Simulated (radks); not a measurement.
The table gives one normalised radial function P(r) = r R(r) of Mg in [Ne] 3s1 4s1 (r in bohr). Calculated with a radial shooting solver on a logarithmic mesh with Libxc functionals: scalar-relativistic Kohn-Sham, BLYP, spin-polarised, spherical densities, finite nucleus; open shells are filled with parallel spins first; Fermi nuclear charge, rms radius 3.057 fm.

r           P
0.004802   0.0082
0.006354   0.0107
0.008407   0.0137
0.01104    0.0174
0.0146     0.0221
0.01932    0.0275
0.02536    0.0333
0.03355    0.0396
0.04439    0.0452
0.05827    0.0487
0.0771     0.0482
0.102      0.0411
0.1339     0.0253
0.1772    -0.0009
0.2344    -0.0352
0.3077    -0.0692
0.4071    -0.0927
0.5387    -0.0900
0.707     -0.0531
0.9355     0.0178
1.238      0.1039
1.625      0.1712
2.15       0.1840
2.844      0.1055
3.733     -0.0515
4.94      -0.2384
6.536     -0.3897
8.579     -0.3875
11.35     -0.2476
15.02     -0.1016
19.71     -0.0268
26.08     -0.0038

Which n and l does it have? It may be an empty orbital.

Answer. n = 4, l = 0: the number of nodes gives n - l - 1 = 3, the rise at small r (about r^(l+1)) gives l, and the extent must fit the shell. The curve is that of 4s up; the table hardly tells the two spins apart. 4s up: eigenvalue -1.448 eV, 3 radial nodes at r = 0.176, 0.880, 3.45 bohr, <r> = 8.26 bohr, 90 % of the charge inside 11.8 bohr.
